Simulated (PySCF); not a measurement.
Dipole response of Sb⁻ (antimony, charge -1)

[Kr] 4d10 5s2 5p4, high-spin 3P determinant. All numbers are calculated (PySCF 2.14, scalar relativity through the core potential, in aug-cc-pVTZ-PP with one added diffuse shell each of d, f type with ECP28MDF (6s5p5d3f, 67 functions)). Coupled (time-dependent) response in atomic units; α is the mean over directions.

```json
{"method": "UHF", "mean α (bohr³)": "128.9", "α xx, yy, zz": "107.8, 171.1, 107.8", "C₆ (like pair)": "2007", "S(−4)": "8317"}
{"method": "wB97M-V", "mean α (bohr³)": "135.8", "α xx, yy, zz": "114.6, 178.4, 114.6", "C₆ (like pair)": "2091", "S(−4)": "9220"}
```

S(−4) is the Cauchy moment in α(ω) = α(0) + S(−4) ω² + …

Spin-orbit coupling is absent.

α(iu) at UHF:

| u (hartree) | α(iu) (bohr³) |
| --- | --- |
| 0 | 128.9 |
| 0.0500 | 112.5 |
| 0.100 | 86.45 |
| 0.200 | 52.09 |
| 0.300 | 34.26 |
| 0.500 | 17.85 |
| 0.750 | 9.854 |
| 1.00 | 6.315 |
| 1.50 | 3.327 |
| 2.00 | 2.099 |
| 3.00 | 1.077 |
| 5.00 | 0.4406 |

A single London oscillator, α(iu) = α/(1 + u²/ω²), gives C₆ = (3/4) ω α². Matching the computed C₆ needs ω = 4 × 2007 / (3 × 128.9²) = 0.161 hartree.

For an ion, C₆ is the dispersion term alone; charge-induced terms of lower order in 1/R come first.

The components differ because the open shell of this determinant is not spherical; for a pure term their mean is the scalar polarisability.

Energies and moments cover only the electrons outside the core potential.
